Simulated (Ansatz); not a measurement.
Basis-set series for `[SH][Ge]([Cl])([Cl])[Cl]`. Charge 0, multiplicity 1. All single points use the PBE0-D4/def2-TZVP geometry. It is one conformer, not always the lowest.

| functional | basis | functions | energy (Eh) | HOMO (eV) | LUMO (eV) |
| --- | --- | --- | --- | --- | --- |
| PBE0-D4 | def2-SVP | 109 | -3854.89477 | -8.26 | -1.74 |
| PBE0-D4 | def2-QZVPP | 399 | -3855.87186 | -8.39 | -2.06 |
| ωB97M-V | def2-SVP | 109 | -3855.54736 | -10.42 | 0.44 |
| ωB97M-V | def2-QZVPP | 399 | -3856.51202 | -10.61 | -0.06 |

(1) Give the rows for def2-TZVPP. (Estimate.)

## Answers

(1) Computed: 
| functional | basis | functions | energy (Eh) | HOMO (eV) | LUMO (eV) |
| --- | --- | --- | --- | --- | --- |
| PBE0-D4 | def2-TZVPP | 230 | -3855.77511 | -8.37 | -1.98 |
| ωB97M-V | def2-TZVPP | 230 | -3856.41894 | -10.57 | 0.07 |

Positive LUMOs are unbound and depend on the basis. Scalar relativity is left out up to krypton.
